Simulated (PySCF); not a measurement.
The numbers are results of B3LYP-D3(BJ)/def2-TZVP // B3LYP-D3(BJ)/def2-SVP (PySCF), not measurements. Gas-phase values, no solvent. One relaxed conformer stands for a flexible species; it need not be the lowest. B3LYP has the VWN-RPA correlation part, as in Gaussian. Excitations are Tamm–Dancoff values on a coarser integration grid. The basis has no diffuse functions, so Rydberg states are missing or too high.

Reference species (SMILES): `COc1ccccc1C=C` (C–C–C–C torsion 10°, C–C–O–C torsion -179°) (neutral, multiplicity 1).

```
Item                                          Result
-------------------------------------------  -------
HOMO–LUMO gap                                4.72 eV
brightest of the four lowest singlets (TDA)  5.11 eV
S1 excitation (TDA)                          4.38 eV
S1 oscillator strength                         0.163
```

Changed species: `C=Cc1cccc(OC)c1` (C–C–C–C torsion 0°, C–C–O–C torsion 0°).

### Question
What does the change do to the HOMO–LUMO gap, brightest of the four lowest singlets (TDA), S1 excitation (TDA) and S1 oscillator strength?

### Answer
the HOMO–LUMO gap increases by 0.21 eV, to 4.93 eV; the brightest of the four lowest singlets (TDA) goes up by 0.69 eV, to 5.80 eV; the S1 excitation (TDA) increases by 0.08 eV, to 4.46 eV; the S1 oscillator strength decreases by 0.130, to 0.033.
